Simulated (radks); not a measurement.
Species: neutral gallium. Configuration: [Ar] 3d10 4s2 4f1 (not the ground configuration).

Method: scalar-relativistic Kohn-Sham, PBE, spin-unpolarised, spherical densities, point nucleus; computed with a radial shooting solver on a logarithmic mesh with Libxc functionals.

Energy parts (hartree):
total: -1943.76222
kinetic: 1976.83018
electron-nucleus: -4677.11609
Hartree: 831.83958
exchange-correlation: -75.31589

Orbitals (lengths in bohr, moments of r in powers of bohr):
orbital,occ.,eigenvalue (hartree),<r^2>,<r>
1s,2,-376.1880,0.003178,0.04860
2s,2,-46.63055,0.05597,0.2178
2p,6,-40.62280,0.04458,0.1907
3s,2,-5.68492,0.4907,0.6519
3p,6,-3.87455,0.5443,0.6792
3d,10,-0.94484,0.8524,0.8075
4s,2,-0.53727,5.656,2.218
4p,0,-0.27061,9.621,2.872
4f,1,-0.01600,328.8,17.41
5s,0,-0.09234,52.12,6.726

The highest occupied level is 4f at -0.435 eV. The configuration is held as typed, so some empty levels lie below it. The density falls to 0.001 e/bohr^3 at r = 3.74 bohr.

Run on one thread of a shared host, so times are rough (Arm Neoverse N1): 0.2 s of CPU time, 0.2 s wall, 21 iterations on 2725 mesh points.
